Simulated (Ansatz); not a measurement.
Start from `[Cl][SnH2][SeH]` and change one element to get `[Cl][GeH2][SeH]`.

Ansatz, PBE0-D4/def2-TZVP geometries, multiplicity 1. Each molecule was computed in one conformer, which needn't be the lowest.

Elements past krypton have def2 core potentials. Scalar relativity is left out up to krypton.

```csv
property,`[Cl][SnH2][SeH]`
LUMO energy (PBE0/def2-TZVPP) / eV,-1.34
HOMO energy (PBE0/def2-TZVPP) / eV,-7.41
HOMO–LUMO gap (ωB97M-V/def2-TZVPP) / eV,10.07
HOMO–LUMO gap (PBE/def2-TZVPP) / eV,4.05
HOMO–LUMO gap (B3LYP/def2-TZVPP) / eV,5.53
HOMO–LUMO gap (PBE0/def2-TZVPP) / eV,6.07
```

Task: What does the change do to each property? (Estimate.)

Result: Ansatz gave: 
```
                               property  `[Cl][GeH2][SeH]`  shift
     LUMO energy (PBE0/def2-TZVPP) / eV              -0.76   0.58
     HOMO energy (PBE0/def2-TZVPP) / eV              -7.29   0.12
HOMO–LUMO gap (ωB97M-V/def2-TZVPP) / eV              10.57   0.50
    HOMO–LUMO gap (PBE/def2-TZVPP) / eV               4.45   0.40
  HOMO–LUMO gap (B3LYP/def2-TZVPP) / eV               5.99   0.46
   HOMO–LUMO gap (PBE0/def2-TZVPP) / eV               6.53   0.46
```

With PBE0 the HOMO rises by 0.12 eV and the LUMO rises by 0.58 eV, so the gap widens by about 0.46 eV. PBE moves the HOMO by 0.15 eV and ωB97M-V by 0.11 eV.

B3LYP here is the variant with VWN-RPA as its local correlation; programs differ in this.

Spin–orbit coupling is left out; it splits and shifts lone-pair levels of the heavy atoms by tenths of an eV.
